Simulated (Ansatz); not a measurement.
Reaction (substitution at a C–C bond): `CC[Se]BF` + `CO[Si](F)(S)Cl` → `CO[Si](F)(Cl)SC` + `C[Se]BF`

Gas-phase electronic energies from Ansatz, PBE0-D4/def2-TZVP geometries. CBS: MP2 limit from def2 TZ/QZ plus the TZ coupled-cluster correction, frozen cores. Functionals use def2-TZVPP. B3LYP here is the variant with VWN-RPA as its local correlation; programs differ in this. For Se outer-core shells are correlated without core-valence functions, which leaves a few kJ/mol of doubt a bond. Scalar relativity is left out up to krypton. Each species was taken in one conformer, which may not be the lowest.

| level | ΔE (kJ/mol) | difference from CCSD(T)/CBS |
| --- | --- | --- |
| PBE-D4 | 14.0 | -5.0 |
| r2SCAN-D4 | 16.4 | -2.6 |
| PBE0-D4 | 15.5 | -3.5 |
| B3LYP-D4 | 14.5 | -4.5 |
| ωB97X-V | 16.2 | -2.8 |
| ωB97M-V | 16.4 | -2.6 |
| B2PLYP | 16.5 | -2.5 |
| PBE | 14.1 | -4.9 |
| r2SCAN | 16.5 | -2.5 |
| PBE0 | 15.6 | -3.4 |
| B3LYP | 14.6 | -4.4 |
| HF/def2-TZVPP | 17.0 | -2.0 |
| MP2/def2-TZVPP | 20.2 | 1.2 |
| SCS-MP2/def2-TZVPP | 19.4 | 0.4 |
| CCSD/def2-TZVPP | 21.0 | 2.0 |
| CCSD(T)/def2-TZVPP | 20.4 | 1.4 |
| HF/def2-QZVPP | 16.8 | -2.2 |
| MP2/def2-QZVPP | 19.4 | 0.4 |
| SCS-MP2/def2-QZVPP | 18.4 | -0.6 |
| HF/CBS(def2) | 16.8 | -2.2 |
| MP2/CBS(def2) | 18.8 | -0.2 |
| CCSD/CBS(def2) | 19.6 | 0.6 |
| CCSD(T)/CBS | 19.0 | 0 |

Largest T1 diagnostic among the species: 0.012.

In def2-TZVPP, CCSD(T) changes the Hartree–Fock value by +3.3 kJ/mol (the triples alone add −0.6 kJ/mol) and MP2 by +3.2 kJ/mol.
